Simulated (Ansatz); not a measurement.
Program: Ansatz. Geometries: PBE0-D4/def2-TZVP. ΔE: electronic, gas phase. CBS: MP2 limit from def2 TZ/QZ plus the TZ coupled-cluster correction, frozen cores. This one scheme is used for every species. DFT in def2-TZVPP. B3LYP here is the variant with VWN-RPA as its local correlation; programs differ in this. HSE06 is defined as in plane-wave codes. def2 core potentials past Kr. For Te outer-core shells are correlated without core-valence functions, which leaves a few kJ/mol of doubt a bond. One conformer a species, not always the lowest.

Consider the formal exchange of groups at a Te–P bond: `P[TeH]` + silanol → `O[SiH2][TeH]` + PH₃.

| level | ΔE (kcal/mol) | difference from CCSD(T)/CBS |
| --- | --- | --- |
| revPBE-D4 | -8.1 | 0.1 |
| B97M-V | -8.0 | 0.2 |
| PBE0-D4 | -8.7 | -0.5 |
| r2SCANh-D4 | -8.8 | -0.6 |
| HSE06-D4 | -8.7 | -0.5 |
| BHLYP-D4 | -7.9 | 0.3 |
| r2SCAN | -8.7 | -0.5 |
| B3LYP | -7.2 | 1.0 |
| r2SCANh | -8.7 | -0.5 |
| CAM-B3LYP | -7.9 | 0.3 |
| LC-ωPBE | -9.0 | -0.8 |
| RPA@PBE/def2-TZVPP | -7.6 | 0.6 |
| HF/def2-SVP | -8.2 | 0.0 |
| MP2/def2-SVP | -9.4 | -1.2 |
| MP2/def2-TZVPP | -8.6 | -0.4 |
| HF/def2-QZVPP | -7.1 | 1.1 |
| CCSD(T)/CBS | -8.2 | 0 |

Largest T1 diagnostic among the species: 0.013.

At CCSD(T), def2-SVP lies −1.0 kcal/mol from the extrapolated value and def2-TZVPP −0.3 kcal/mol. In def2-TZVPP, CCSD(T) changes the Hartree–Fock value by −1.3 kcal/mol (the triples alone add −0.0 kcal/mol) and MP2 by −1.4 kcal/mol. Leaving LDA and LC-ωPBE aside and taking each functional with its dispersion term where it has one, the values, not all of them listed here, spread over 1.6 kcal/mol, from r2SCAN0-D4 to BLYP-D4. LDA lies −1.5 kcal/mol from PBE without D4.
